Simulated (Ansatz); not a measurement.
## Energy profile

The step: AlN₂H₅S ([NH2][Al]([NH2])[SH]) + H₂ → AlN₂H₅ ([NH2][AlH][NH2]) + H₂S (still joined by a long Al–S bond); bonds formed: Al1–H6, S2–H5; bonds broken: H5–H6; bonds weakened to dative contacts: Al1–S2 (atoms numbered as in the saddle structure below).

| atom | x (Å) | y (Å) | z (Å) |
| --- | --- | --- | --- |
| Al1 | -0.1536 | -0.1753 | -0.1464 |
| S2 | 1.2608 | 1.8151 | -0.3674 |
| N3 | 0.8063 | -1.4467 | -0.9225 |
| N4 | -0.9866 | -0.3740 | 1.4036 |
| H5 | -0.1652 | 1.5444 | -0.9372 |
| H6 | -1.1324 | 0.8491 | -1.0912 |
| H7 | 0.7261 | 2.3322 | 0.7516 |
| H8 | 1.6837 | -1.2940 | -1.3905 |
| H9 | 0.4681 | -2.3753 | -1.1134 |
| H10 | -1.8433 | 0.0869 | 1.6597 |
| H11 | -0.6639 | -0.9623 | 2.1537 |

Electronic energies by CCSD(T) at an estimated basis limit (MP2 extrapolated from triple and quadruple zeta, plus CCSD(T) − MP2 in triple zeta), on PBE0-D4/def2-TZVP structures; AlN₂H₇S, closed shell; no counterpoise correction. Program: Ansatz 0.2.0. Basis: def2-TZVPP and def2-QZVPP. Cores are frozen in the correlated methods. Extrapolation: Hartree–Fock as exp(−7.88 √X), correlation as X^−2.97.

(1) Give the profile in eV, counted from the separated reactants. (An estimate is asked for; the value comes from the calculation.)

No T1 diagnostic of these runs exceeds 0.012.

Results:

(1) Computed:
```tsv
point	eV
separated: AlN₂H₅S (linked as [NH2][Al]([NH2])[SH]; Al1, S2, N3, N4, H7, H8, H9, H10, H11; singlet) + H₂ (H5, H6; singlet)	0.000
start structure	-0.026
saddle	1.412
end structure	0.717
separated: AlN₂H₅ (linked as [NH2][AlH][NH2]; Al1, N3, N4, H6, H8, H9, H10, H11; singlet) + H₂S (S2, H5, H7; singlet)	0.942
```

For scale, one of the runs: CCSD(T)/def2-TZVPP, 244 basis functions, launched by `ansatz run in.yaml --threads 4 --pin off --events-out ev --progress --plain --max-ram 9574MiB`. Time: 120 s of wall clock on 4 CPU threads of an Intel Xeon; the host was shared. Peak host memory: 4.6 GiB.
